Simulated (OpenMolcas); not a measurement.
## 5d⁴ along the 72-electron sequence

```yaml
Program: OpenMolcas 26.06
Method: CASSCF
Basis: ANO-RCC-VQZP
Scalar_Hamiltonian: DKH2, point nucleus
Spin-orbit_coupling: state interaction with AMFI integrals over the reference wave functions, term energies averaged over their components
```

Active space for each ion: 4 electrons in 10 orbitals (5d 6d).

Computed levels in cm-1 above ⁵D₀:

```csv
Level,Os4+,Ir5+,Pt6+,Au7+
⁵D₁,3636,4872,6554,8648
⁵D₂,7193,9368,12109,15456
⁵D₃,10275,13042,16372,20321
⁵D₄,12743,15687,19005,22674
³H₄,21825,25189,29046,33639
³G₃,26446,30351,34609,39391
³H₅,27040,31461,36341,41874
³P₁(1),27713,32300,37367,43126
³F₂(1),27721,31757,36074,40828
weight of ⁵D in the lowest level (%),73,68,63,58
```

Mixed levels, with the weight of the term that names them: Os4+ ⁵D₀ (73 %), Os4+ ³H₄ (61 %), Os4+ ³G₃ (63 %), Ir5+ ⁵D₀ (68 %), Ir5+ ⁵D₄ (72 %), Ir5+ ³H₄ (59 %), Ir5+ ³G₃ (63 %), Ir5+ ³F₂(1) (71 %), Pt6+ ⁵D₀ (63 %), Pt6+ ⁵D₄ (63 %), Pt6+ ³H₄ (56 %), Pt6+ ³G₃ (63 %), Pt6+ ³F₂(1) (66 %), Au7+ ⁵D₀ (58 %), Au7+ ⁵D₄ (53 %), Au7+ ³H₄ (53 %), Au7+ ³G₃ (63 %), Au7+ ³P₁(1) (72 %), Au7+ ³F₂(1) (61 %).

Measured, with the error of the calculation in %. Measured levels: Os4+ from the list in Palmeri et al., Atoms 14, 22 (2026).

```tsv
Level	Os4+
⁵D₁	4311 (-15.7)
⁵D₂	8083 (-11.0)
⁵D₃	11018 (-6.7)
⁵D₄	12966 (-1.7)
³H₄	20374 (+7.1)
³G₃	23942 (+10.5)
³H₅	25344 (+6.7)
³P₁(1)	24680 (+12.3)
```

The fine-structure level ⁵D₄ changes by a factor of 1.78 from Os4+ to Au7+. Its fourth root runs 10.62, 11.19, 11.74, 12.27, with steps per unit of Z of 0.57, 0.55, 0.53; equal steps would mean a (Z - σ)^4 law with constant σ.

³H₄ changes by a factor of 1.54 over the same range, with steps per unit of Z of +3360, +3860, +4590 cm-1.

Without dynamic correlation excited terms often stand tens of per cent too high (terms of higher spin than the ground term too low), and those without a measured partner can miss by more than the paired ones. Active for correlation alone: 6d; no level in the range computed is led by a configuration that fills it, so any true level of that kind is missing. Computed and measured levels are paired by configuration, term and J; levels that our copy of the source lacks, or whose pairing is in doubt (as where it misses far off the trend of its configuration), stay unpaired and out of the deviations. Only configurations of the active space appear.

A number in round brackets counts repeated terms of one configuration in the order of the reference energies.
